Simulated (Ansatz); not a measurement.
Mulliken charges of `C[Se][Zr]([F])([F])[Cl]` from PBE/def2-TZVPP in Ansatz (PBE0-D4/def2-TZVP geometry).

```csv
atom,x (Å),y (Å),z (Å),charge (e)
C1,-0.060,-1.176,1.062,-0.295
Se2,1.569,-0.107,0.747,-0.141
Zr3,0.231,1.102,-1.033,0.944
F4,-0.455,-0.194,-2.232,-0.323
F5,1.365,2.322,-1.915,-0.316
Cl6,-1.574,2.197,-0.010,-0.274
H7,-0.402,-0.976,2.074,0.145
H8,-0.876,-0.944,0.371,0.118
H9,0.201,-2.224,0.936,0.143
```

Q: By hand: the dipole of these point charges (1 e Å = 4.8032 D).

A: Σ q r = (0.029, -0.442, 0.413) e Å, of length 0.606 e Å = 2.91 D.

Q: How does the dipole of the full density compare? (Estimate.)

A: Ansatz gave: (-0.055, -0.302, 0.193) e Å, 1.74 D; the point charges give 1.67 times that, at 16° from its direction.

Point charges leave out the atoms' own dipoles, such as those of lone pairs, and Mulliken's split depends on the basis, so the two needn't agree.
